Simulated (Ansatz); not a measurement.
**Question.** Name a neutral molecule of C, N, Sb, Si and H with LUMO energy (PBE/def2-TZVPP) between -2.15 and -1.85 eV and size of the dipole moment (B3LYP/def2-TZVPP) between 0.85 and 1.15 D (Ansatz, PBE0-D4/def2-TZVP geometry).

**Answer.** `C1[NH][SbH][SiH2]1` (-1.97 eV, 1.06 D). Other molecules can fit too; these were computed, each in one conformer that needn't be the lowest.

B3LYP here is the variant with VWN-RPA as its local correlation; programs differ in this.
